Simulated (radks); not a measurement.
Values are calculated unless marked as measured or tabulated.
Species: the arsenic ion As31+. Configuration: [He] (the NIST ground configuration).

Level of theory: scalar-relativistic Kohn-Sham, r2SCAN, spin-unpolarised, spherical densities, finite nucleus; meta-GGA in the generalised Kohn-Sham scheme; Fermi nuclear charge, rms radius 4.0968 fm (a radial shooting solver on a logarithmic mesh with Libxc functionals).

Energy parts (hartree):
part                       energy
total                 -1084.39152
kinetic                1116.78797
electron-nucleus      -2221.95368
Hartree                  41.68772
exchange-correlation    -20.91353

Orbitals (lengths in bohr, moments of r in powers of bohr):
| orbital | occ. | eigenvalue (hartree) | <r> | <1/r> |
|---|---|---|---|---|
| 1s | 2 | -524.8836 | 0.04511 | 33.67 |

The highest occupied level is 1s at -14282.8 eV. For comparison, the ionisation energy in NIST's Atomic Spectra Database is 14447.7 eV (theoretical). In exact Kohn-Sham theory the highest level is minus the ionisation energy, but local and semilocal functionals leave it too shallow, through self-interaction and a potential that decays too fast; potentials with the right tail come closer. Summed over all electrons, <r^2> = 0.005462 bohr^2, which gives a Langevin (diamagnetic) susceptibility term of -0.00433 x 10^-6 cm^3/mol. The electron density at the nucleus is 3.254e+04 e/bohr^3 (large components only).
